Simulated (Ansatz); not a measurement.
`O[Si](O)(O)CCC(F)(F)C(F)(F)C(F)(F)C(F)(F)C(F)(F)C(F)(F)F` with charge -1, relaxed as a doublet with UKS PBE-D4/def2-SVP in Ansatz, starting from the PBE-D4/def2-SVP geometry of the neutral singlet. Force threshold 0.03 eV/Å.

In the doublet geometry the species has come apart into loosely held pieces.

Start:

```tsv
atom	x (Å)	y (Å)	z (Å)
O1	-2.358	-0.282	2.208
Si2	-3.407	0.585	1.230
O3	-5.006	0.217	1.526
O4	-3.194	2.211	1.575
C5	-3.205	0.206	-0.609
C6	-2.078	0.924	-1.364
C7	-0.652	0.777	-0.853
F8	0.167	1.550	-1.631
F9	-0.538	1.238	0.439
C10	-0.067	-0.666	-0.881
F11	-0.048	-1.097	-2.162
F12	-0.905	-1.494	-0.171
C13	1.347	-0.915	-0.237
F14	1.236	-0.731	1.102
F15	1.632	-2.221	-0.477
C16	2.533	-0.045	-0.757
F17	2.430	1.193	-0.225
F18	2.454	0.035	-2.109
C19	3.976	-0.585	-0.445
F20	4.186	-1.719	-1.150
F21	4.830	0.372	-0.888
C22	4.332	-0.865	1.048
F23	5.651	-1.088	1.142
F24	3.680	-1.951	1.493
F25	4.012	0.188	1.815
H26	-1.815	-0.939	1.739
H27	-5.299	0.393	2.437
H28	-2.271	2.423	1.804
H29	-4.168	0.523	-1.062
H30	-3.158	-0.891	-0.759
H31	-2.051	0.626	-2.432
H32	-2.247	2.021	-1.344
```

```
         step  energy (eV)  largest force component (eV/Å)  SCF passes
            1  -57657.7709                           2.443          30
            2  -57658.2393                           2.147          33
            3  -57658.6772                           1.361          33
            4  -57658.9076                           1.329          27
            5  -57659.3629                           1.381          31
            6  -57659.5262                           1.223          27
            7  -57659.6071                           0.844          22
            8  -57659.6703                           0.266          25
            9  -57659.6899                           0.201          22
           10  -57659.7038                           0.174          22
           11  -57659.7130                           0.076          22
           12  -57659.7158                           0.042          21
           13  -57659.7180                           0.067          21
           14  -57659.7199                           0.128          21
           15  -57659.7214                           0.161          21
           16  -57659.7231                           0.157          21
17 (rejected)  -57659.7212                           0.263          22
           18  -57659.7245                           0.017          22
           19  -57659.7256                           0.090          22
           20  -57659.7262                           0.145          21
           21  -57659.7267                           0.069          22
           22  -57659.7270                           0.018          22
           23  -57659.7271                           0.052          21
           24  -57659.7272                           0.016          16
```

Force components are those of the run's own axes.

End:

```xyz
32

O    -2.405   -0.450    2.119
Si   -3.361    0.526    1.210
O    -4.996    0.242    1.557
O    -3.148    2.175    1.545
C    -3.123    0.213   -0.644
C    -2.068    1.075   -1.347
C    -0.638    0.971   -0.829
F     0.124    1.885   -1.605
F    -0.537    1.479    0.461
C    -0.026   -0.381   -0.872
F    -0.291   -1.067   -2.006
F    -1.178   -1.720    0.439
C     1.255   -0.769   -0.216
F     1.262   -0.447    1.113
F     1.461   -2.114   -0.363
C     2.540   -0.087   -0.811
F     2.574    1.216   -0.431
F     2.475   -0.144   -2.173
C     3.931   -0.704   -0.446
F     4.068   -1.917   -1.034
F     4.885    0.127   -0.966
C     4.275   -0.870    1.064
F     5.589   -1.181    1.171
F     3.572   -1.861    1.624
F     4.061    0.269    1.740
H    -1.807   -1.041    1.457
H    -5.030   -0.297    2.368
H    -2.198    2.376    1.445
H    -4.102    0.364   -1.147
H    -2.839   -0.857   -0.723
H    -2.005    0.834   -2.429
H    -2.320    2.155   -1.271
```

Bonds lost: C10–F12 (atoms count from 1). The end holds 2 separate pieces.

The force fell under the threshold at step 18, but the optimiser went on and released 0.003 eV more. No frequencies were taken in this run, so the end may be a saddle point.

It took 97 s on 2 threads of AMD EPYC 7R13 on a shared host and a share (18 GiB) of an NVIDIA H100 80GB HBM3.
